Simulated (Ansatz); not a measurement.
`C[Si](N)(O)[SiH3]`, 14 atoms. Total charge 0; spin multiplicity 1. All runs use 4 threads of an Intel Xeon Platinum 8488C on a shared host. Correlated methods freeze the cores.

**Question.** Give the basis size and wall time and peak host memory of each of these runs in Ansatz. RKS B97M-V/def2-TZVPP energy; RKS ωB97M-V/def2-QZVPP energy; RKS PBE0-D4/def2-QZVPP energy; direct RPA on PBE orbitals/def2-TZVPP energy; RKS PBE0-D4/def2-SVP energy; RKS PBE0-D4/def2-TZVP relaxation (14 steps); RKS r2SCAN0-D4/def2-TZVPP energy; RHF-CCSD(T)/def2-TZVPP energy; RHF-CCSD(T)/def2-SVP energy; RKS PBE0-D4/def2-TZVP frequencies; RKS CAM-B3LYP-D4/def2-TZVPP energy; RKS ωB97M-V/def2-SVP energy. (Best estimate.)

**Answer.** Computed: Other jobs shared the machine, so times are rough.

| level | job | functions | wall time | peak host memory (GiB) |
| --- | --- | --- | --- | --- |
| RKS PBE0-D4/def2-SVP | energy | 123 | 0.9 s | 0.32 |
| RKS ωB97M-V/def2-SVP | energy | 123 | 2.8 s | 0.44 |
| RKS CAM-B3LYP-D4/def2-TZVPP | energy | 303 | 3.5 s | 1.1 |
| RKS r2SCAN0-D4/def2-TZVPP | energy | 303 | 3.9 s | 0.94 |
| RHF-CCSD(T)/def2-SVP | energy | 123 | 5 s | 0.71 |
| RKS B97M-V/def2-TZVPP | energy | 303 | 6 s | 0.58 |
| direct RPA on PBE orbitals/def2-TZVPP | energy | 303 | 6 s | 0.93 |
| RKS PBE0-D4/def2-QZVPP | energy | 581 | 8.5 s | 2.6 |
| RKS ωB97M-V/def2-QZVPP | energy | 581 | 18 s | 2.9 |
| RKS PBE0-D4/def2-TZVP | relaxation (14 steps) | 221 | 40 s | 0.66 |
| RKS PBE0-D4/def2-TZVP | frequencies | 221 | 2.6 min | 0.74 |
| RHF-CCSD(T)/def2-TZVPP | energy | 303 | 6.4 min | 3.9 |
